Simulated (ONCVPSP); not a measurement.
## Building the ONCV potential for Ni (BLYP, fully relativistic).

```json
{"Element": "nickel", "Generator": "ONCVPSP 4.0.1", "Type": "optimised norm-conserving Vanderbilt (ONCV)", "Functional": "BLYP", "Relativity": "fully relativistic", "Frozen core": "[Ar]", "Valence charge": "10", "Reference configuration": "3d8 4s1.5 (charge +0.5)", "Partial waves": "4s: rc 1.75 bohr, ncon 4, nbas 7, qcut 4.5 1/bohr, 3 projectors, debl 0.3 Ha; p scattering state at 0.08 Ha: rc 1.60 bohr, ncon 3, nbas 6, qcut 4.6 1/bohr, 1 projector; 3d: rc 1.60 bohr, ncon 4, nbas 9, qcut 10.3 1/bohr, 2 projectors, debl 2.9 Ha", "Local potential": "polynomial inside 1.10 bohr (lpopt 5, dvloc0 0 Ha)", "Core correction": "Teter function, fcfact 3.75, rcfact 1.7"}
```

Open shells are filled in proportion to 2j + 1.

In the s channel the program set the typed energies aside and used -0.342, 0.250, 0.550 Ha.

All-electron outer shells of the reference configuration (BLYP, scalar-relativistic, ld1.x):

| shell | level (eV) | outermost node (bohr) | outermost maximum (bohr) |
| --- | --- | --- | --- |
| 3p | -75.57 | 0.27 | 0.65 |
| 3d | -13.13 | – | 0.63 |
| 4s | -9.30 | 0.92 | 2.18 |

**Question.** Estimate the cutoffs (Ha) at which the residual kinetic energy of the hardest occupied pseudo-wave falls to 1 and 0.1 mHa per electron.

**Answer.** 41 Ha and 46 Ha.

**Question.** What does a ghost test show?

**Answer.** Ghosts flagged at negative energy: s at -121.0 eV (a further GHOST(-) flag falls on a real empty level of the atom); GHOST(+) flagged for p3/2 at 17.8 eV, p1/2 at 18.8 eV, s at 162.9 eV, s at 541.5 eV. A true bound ghost makes a file unfit for plane-wave use.

**Question.** Which valence shell sets the plane-wave cutoff?

**Answer.** 3d: 41 Ha for 1 mHa per electron, against 5 Ha for 4s.

**Question.** Tests: 3d8 4s2; 3d8 4s1; 3d8 4s0; 3d7 4s2. Which has the largest error in its energy relative to the reference configuration, and how large is it?

**Answer.** 3d7 4s2, with -105 meV (all-electron minus pseudo) on +12.31 eV.
